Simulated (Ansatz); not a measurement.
A geometry relaxed with Ansatz (a program for electronic structure) with B3LYP-D3(BJ)/def2-SVP, charge 0, multiplicity 1:

```xyz
21

O     -1.0708    -1.0166     0.9624
H      3.6243     0.1537     0.6766
H     -1.2730     3.4559    -0.2265
H      2.9409     0.3326    -0.9655
H     -1.5993    -1.8974     2.7313
C     -1.3991     2.3684    -0.3469
C      2.7313     0.4646     0.1119
H     -2.3207     2.0669     0.1839
H      0.1131    -1.3782     2.6549
H     -0.7531    -1.7115    -3.1812
O      1.6439    -0.3390     0.5376
H     -1.5288     2.1453    -1.4201
H     -1.1346    -2.3050    -1.5351
C     -0.9188    -1.1110     2.3686
O     -0.2516     1.7336     0.1913
O     -0.3213    -0.3785    -1.6909
H     -1.1849    -0.1643     2.8737
Ge     0.0000    -0.0002     0.0001
C     -0.4133    -1.7220    -2.1336
H      2.5505     1.5369     0.3008
H      0.5653    -2.2344    -2.0932
```

Q: Write the SMILES of this molecule.

A: `C[O][Ge]([O]C)([O]C)[O]C`
